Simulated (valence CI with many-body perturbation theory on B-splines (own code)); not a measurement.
## Ru²⁹⁺: what the settings do

Calculated by relativistic CI+MBPT: five valence electrons over a frozen Dirac-Fock core [Ne], a basis of 6 s, 6 p, 5 d, 3 f, 1 g functions for each j, with the one-electron correlation potential Σ1 (screened to all orders), the two-electron term Σ2, the three-electron term Σ3, Breit, model QED; selected single and double excitations, second order for the rest, scaled by the run's own slope (own B-spline code, finite nucleus).

No measured spectrum was set against this ion. As an estimate, large intervals hold to a few tenths of a per cent, small ones and those within an open d or f shell to about a per cent. Among the levels kept, up to 1200 cm⁻¹ of a level comes from second order outside the variational space, and about a tenth of that is noise between levels of different J, which matters for small intervals.

The reference run has the lowest level (3s^2 3p1/2^2 3p3/2) J=3/2 and an ionisation energy of 1645.93 eV. Its largest variational space holds 9999 state functions.

Levels are named by their leading jj configuration (3d3/2^4 stands for four electrons in 3d with j = 3/2), which in mixed levels can hold well under half, so a name can repeat and another be missing. Letters in brackets count levels of one name in rising energy.

Changed runs:
A. Breit term on → off; QED terms on → off
B. screening of Σ1 on → off; cutoff of virtual states (hartree) 3872 → 3840
C. lowest core n in screening and Σ2 1 → 4; core polarisation of operators on → off
D. Davidson iteration limit 60 → 1 (bad on purpose)

Excitation energies of the reference run in cm⁻¹, and shifts in cm⁻¹:

```csv
Level,Reference,A,B,C,D
(3s^2 3p1/2 3p3/2^2) J=3/2,199100,+3047,+2.4,-409,-18
(3s^2 3p1/2 3p3/2^2) J=5/2,247320,+3977,+2.6,-102,-269
(3s^2 3p1/2 3p3/2^2) J=1/2,308615,+3084,+2.6,+381,-733
(3s^2 3p3/2^3) J=3/2,508937,+6713,+5.0,-207,+56
(3s 3p1/2^2 3p3/2^2) J=5/2,806496,+4974,-15,-1192,+1092
(3s^2 3p1/2^2 3d3/2) J=3/2 [a],886838,+3901,+2.2,+340,+1328
(3s 3p1/2^2 3p3/2^2) J=1/2,930624,+4937,-15,-408,+68
(3s^2 3p1/2^2 3d3/2) J=3/2 [b],972412,+4485,+6.0,+1269,+1418
(3s^2 3p1/2^2 3d5/2) J=5/2,1030260,+5274,+28,+3013,+1572
(3s 3p1/2 3p3/2^3) J=3/2,1057010,+6909,-3.0,-136,+1178
(3s 3p1/2 3p3/2^3) J=5/2,1096510,+8087,+0.6,-310,+1386
(3s^2 3p1/2 3p3/2 3d3/2) J=3/2,1111240,+6634,+19,+1169,+1508
Ionisation energy (eV),1645.93,+0.79,+0.0089,+0.40,-0.19
```

Run D: The Davidson iterations stopped at their limit.
